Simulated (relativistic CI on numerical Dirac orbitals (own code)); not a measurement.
# How well does a small relativistic CI reproduce He?

Calculated at this level of theory: Dirac-Coulomb-Breit CI, orbitals from a KLI potential per configuration, model QED, valence Slater integrals scaled by 0.85, P86 correlation energy added to each configuration (own radial code, finite nucleus).

CI space: 1s2, 1s 2s, 1s 2p, 1s 3s, 1s 3p, 1s 3d, 1s 4p, 1s 4s, 1s 4d, 1s 4f, 1s 5s, 1s 5p, 1s 5d, 1s 5f, 1s 5g, 1s 6s, 1s 6p, 1s 6d. Levels of other configurations are missing.

```tsv
Configuration	Term (tabulated)	J	Measured (cm⁻¹)	Computed	Error	Purity (%)
1s2	1S	0	0.0	0	0	100
1s 2s	3S	1	159856.0	154025	-5831	100
1s 2p	3P°	2	169086.8	163396	-5690	100
1s 2p	3P°	1	169086.8	163397	-5690	100
1s 2p	3P°	0	169087.8	163398	-5690	100
1s 2p	1P°	1	171134.9	165667	-5468	99
1s 3s	3S	1	183236.8	178450	-4787	100
1s 3s	1S	0	184864.8	179901	-4964	97
1s 3p	3P°	2	185564.6	180939	-4626	100
1s 3p	3P°	1	185564.6	180939	-4626	100
1s 3p	3P°	0	185564.9	180939	-4626	100
1s 3d	3D	3	186101.5	180708	-5393	100
1s 3d	3D	2	186101.5	180708	-5393	100
1s 3d	3D	1	186101.6	180708	-5393	100
1s 3d	1D	2	186105.0	180714	-5391	100
1s 3p	1P°	1	186209.4	181793	-4416	98
1s 4p	1P°	1	191492.7	187536	-3957	98
```

Measured levels from NIST Handbook of Basic Atomic Spectroscopic Data (Sansonetti and Martin, J. Phys. Chem. Ref. Data 34, 1559 (2005)); pairs were made by configuration, J and term (by order where the table uses no LS term), so strongly mixed levels may be paired wrongly.

Mean error by configuration (cm⁻¹): 1s 2s -5831; 1s 2p -5635; 1s 3s -4875; 1s 3p -4573; 1s 3d -5393; 1s 4p -3957. Over the excited levels the mean absolute error is 5121 cm⁻¹ (16 of the 16 excited levels that our extract of the source holds in range could be paired), and the median relative error of those above 1,000 cm⁻¹ is 2.9 %.
